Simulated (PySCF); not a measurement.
SiF₂, SMILES F[Si]F (connectivity only; charge and spin as stated), neutral, multiplicity 1.

Geometry optimised at TPSSh-D3(BJ)/def2-TZVP. The isomer is the one that the SMILES or the coordinates give; other isomers of the formula were not compared.

Two levels are set side by side: TDA-PBE/def2-TZVPD (PySCF) and TDA-M06-2X/def2-TZVPD (PySCF). Vertical, same geometry. The lowest singlet is HOMO→LUMO 94 % with PBE and HOMO→LUMO 96 % with the other functional; states are paired by order. Differences are taken from unrounded values.

```csv
quantity,TDA-M06-2X
lowest singlet excitation (eV),5.86
lowest triplet excitation (TDA) (eV),3.23
first bright state (f over 0.05) (eV),5.86
its oscillator strength,0.29
```

Problem. What does TDA-PBE give, and how far is it from TDA-M06-2X? (An estimate is asked for; the answer gives what the named calculation found.)

Solution. 
```csv
quantity,TDA-PBE,TDA-PBE minus TDA-M06-2X
lowest singlet excitation (eV),5.64,-0.23
lowest triplet excitation (TDA) (eV),3.09,-0.14
first bright state (f over 0.05) (eV),5.64,-0.23
its oscillator strength,0.23,-0.06
```

Functionals without exact exchange tend to place singlet excitations lower, as here. Differences between two approximate levels are no errors against the true value.

Rough cost on one machine, each run with all the roots and properties that it gave: TDA-M06-2X against TDA-PBE about 6 times.
